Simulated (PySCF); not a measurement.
B(NCO)2(OH) (C₂HBN₂O₃), SMILES C(=NB(N=C=O)O)=O. Atoms are numbered in the order given.

```xyz
9

B     -0.7732     0.0014     0.0000
N     -0.4253     1.3974     0.0000
C      0.4344     2.2470     0.0000
O      1.1959     3.1337     0.0000
N      0.2529    -0.9949     0.0000
C      0.6168    -2.1451     0.0000
O      1.0565    -3.2288     0.0000
O     -2.0726    -0.3814     0.0000
H     -2.6726     0.3760     0.0000
```
Charge 0, spin multiplicity 1.

Geometry: r2SCAN-D4/def2-SVP. One conformer was computed; it need not be the lowest.

Method: PBE0/pcSseg-1 (PySCF).

GIAO shieldings, no solvent; atoms listed in one row are averaged. δ = σ(ref) − σ: ¹¹B against BF3 (σ = 88.8 ppm); ¹⁵N against NH3 (σ = 267.4 ppm); ¹³C against TMS (σ = 186.3 ppm); ¹⁷O against H2O (σ = 334.2 ppm); ¹H against TMS (σ = 31.56 ppm), references at their B3LYP-D3(BJ)/def2-TZVP geometries, non-relativistic.

Problem. Estimate the chemical shifts. (An estimate is asked for; the answer gives what the named calculation found.)

Solution. 
| nucleus | atoms | count | δ (ppm) |
|---|---|---|---|
| ¹¹B | B1 | 1 | 1.8 |
| ¹⁵N | N2 | 1 | 69.4 |
| ¹⁵N | N5 | 1 | 66.8 |
| ¹³C | C3 | 1 | 131.2 |
| ¹³C | C6 | 1 | 129.6 |
| ¹⁷O | O4 | 1 | 165.0 |
| ¹⁷O | O7 | 1 | 160.3 |
| ¹⁷O | O8 | 1 | 142.9 |
| ¹H | H9 | 1 | 4.68 |
